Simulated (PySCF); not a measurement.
# Simulated absorption spectrum

Compound: C2H9NSi3.
Structure used (GFN2-xTB), in Å, numbered top down from 1:
```xyz
15
C2H9NSi3 angstrom
C      3.0480   -1.1470    0.3118
C      2.2543   -0.2510    0.1980
Si     0.9881    1.0948    0.0471
N     -0.6117    0.3936   -0.0488
Si    -1.2448   -0.4173    1.3593
Si    -1.3910    0.1299   -1.5855
H      3.7488   -1.9269    0.4075
H      1.0434    1.9343    1.2476
H      1.2295    1.8499   -1.1823
H     -0.7552   -1.7987    1.4142
H     -2.7029   -0.3966    1.2581
H     -0.7951    0.3265    2.5350
H     -1.0373   -1.1873   -2.1258
H     -2.8344    0.2163   -1.3677
H     -0.9441    1.1873   -2.4905
```

Method used: TDDFT PBE0/def2-SVPD, vertical, gas phase, core orbitals frozen in the response in PySCF.

Computed states:

```
state  E (eV)       f
   S1    5.79   0.012
   S2    6.01  0.0001
   S3    6.22  0.0029
   S4    6.34  0.0027
   S5    6.59  0.0023
   S6    6.90  0.0061
```

Each state is given a Gaussian of 0.4 eV full width at half maximum, with ε(max) = 2.175×10⁸ f / Δν̃ (Δν̃ the width in cm⁻¹). The width is an assumption, not a result. The curve ends short of the highest state used, and states not computed would add to its high-energy end.

**Question.** Give the broadened spectrum and its maxima.

**Answer.** 
| λ (nm) | ε (L mol⁻¹ cm⁻¹) |
| --- | --- |
| 196.9 | 399 |
| 198.1 | 396 |
| 199.3 | 388 |
| 200.5 | 378 |
| 201.7 | 372 |
| 202.9 | 377 |
| 204.1 | 396 |
| 205.3 | 432 |
| 206.5 | 486 |
| 207.7 | 554 |
| 208.9 | 629 |
| 210.1 | 703 |
| 211.3 | 767 |
| 212.5 | 812 |
| 213.7 | 832 |
| 214.9 | 825 |
| 216.1 | 792 |
| 217.4 | 729 |
| 218.6 | 653 |
| 219.8 | 566 |
| 221.0 | 477 |
| 222.2 | 389 |
| 223.4 | 309 |
| 224.6 | 238 |
| 225.8 | 179 |
| 227.0 | 131 |
| 228.2 | 93 |
| 229.4 | 65 |
| 230.6 | 44 |
| 231.8 | 29 |
| 233.0 | 19 |
| 234.2 | 12 |
| 235.4 | 7 |
| 236.6 | 5 |
| 237.8 | 3 |
| 239.0 | 2 |

Maxima: 214 nm (5.79 eV), ε about 830, made up of S1 (98%); 197 nm (6.30 eV), ε about 400, made up of S3 (44%) and S4 (44%) (ε in L mol⁻¹ cm⁻¹; maxima over ε = 5, shares over 10%).

**Question.** On this curve, what absorbance would a 10⁻³ mol/L sample give at 222 nm over a 1 cm path?

**Answer.** 222 nm is 5.585 eV, where ε is about 400 L mol⁻¹ cm⁻¹, so A = ε c l ≈ 0.4 (Beer–Lambert, with the gas-phase spectrum and the assumed width).

**Question.** What would ε be at 5.79 eV, the highest of these maxima, with half the width (0.2 eV)?

**Answer.** About 1640 L mol⁻¹ cm⁻¹ against 833, a factor of about 1.97; a lone state at its own centre would give exactly 2.

**Question.** Coming from long wavelengths, where does ε first pass 100 L mol⁻¹ cm⁻¹?

**Answer.** At about 228 nm (5.44 eV), 0.35 eV below S1.

One conformer stands for the species.
